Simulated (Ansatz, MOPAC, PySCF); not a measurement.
Lewis adduct: AlH3 (SMILES [AlH3]) (first 4 atoms) with CHN (SMILES C#N); geometry from B3LYP-D3(BJ)/def2-TZVP, rigid monomers moved along the line of their centres of mass till Al1···N6 is 3.71 Å.
(charge 0, multiplicity 1):
```xyz
7

Al    -0.1616     0.3641     0.2628
H      1.2536     0.8243    -0.2996
H     -1.2365     1.4889     0.5949
H     -0.6908    -1.0821    -0.1362
C      1.2065    -0.6321     4.8117
N      0.8847    -0.3997     3.7430
H      1.5080    -0.8496     5.8127
```

| level | interaction energy (kJ/mol) | minus CCSD(T)/CBS(aug-cc-pV(D+d)Z, aug-cc-pV(T+d)Z) | cost |
|---|---|---|---|
| PM6 | -7.0 | 10.9 | - |
| PM7 | -17.6 | 0.2 | - |
| HF/6-31G* | -17.4 | 0.4 | - |
| PBE/def2-TZVPPD | -16.1 | 1.7 | ×1 |
| BP86/6-31G* (no counterpoise) | -17.7 | 0.1 | - |
| r2SCAN/def2-TZVPPD | -16.8 | 1.0 | ×2 |
| B3LYP-D4/def2-TZVPPD | -17.4 | 0.5 | ×1 |
| PBE0-D4/def2-TZVPPD | -17.7 | 0.1 | ×2 |
| wB97X-V/def2-TZVPPD | -18.1 | -0.2 | ×3 |
| SCS-MP2/aug-cc-pV(T+d)Z | -18.0 | -0.2 | - |
| CCSD/aug-cc-pV(T+d)Z | -17.6 | 0.2 | - |
| CCSD(T)/aug-cc-pV(D+d)Z | -17.9 | 0.0 | ×4 |
| CCSD(T)/aug-cc-pV(T+d)Z | -17.9 | 0.0 | ×50* |
| CCSD(T)/CBS(aug-cc-pV(D+d)Z, aug-cc-pV(T+d)Z) | -17.9 | 0.0 | ×50* |

 The comparison column counts from a level with limits of its own.

The rows run from -18.1 (wB97X-V/def2-TZVPPD) to -7.0 kJ/mol (PM6). From aug-cc-pV(D+d)Z to aug-cc-pV(T+d)Z CCSD(T) changes by 0.0. The 3 functionals in def2-TZVPPD without D3 or D4 span 1.9, from wB97X-V to PBE.

Monomers are frozen at their geometry in the pair; levels with a basis set take the counterpoise correction. Rows marked so take none.

Frozen-core correlation. CBS: X⁻³ extrapolation of the correlation energy, Hartree–Fock from the larger set. Rows in 6-31G* carry no dispersion term and start afresh at each structure (6-31G* with six Cartesian d functions). The state that PM6, PM7 reach isn't checked; PM7 holds dispersion and hydrogen-bond terms.

Codes used: Ansatz (an electronic-structure program); MOPAC for PM6, PM7 (differences of heats of formation); PySCF for 6-31G* rows, the dispersion terms. Values without a source in brackets are computed.

Costs are rough ratios of core time to PBE/def2-TZVPPD (about 5 s over the structures, on one shared machine); a dash marks a level with no comparable run of its own. A star marks coupled-cluster runs past 200 virtual orbitals, where the program's memory plan changes under this machine's limit, so their costs aren't comparable with smaller runs.
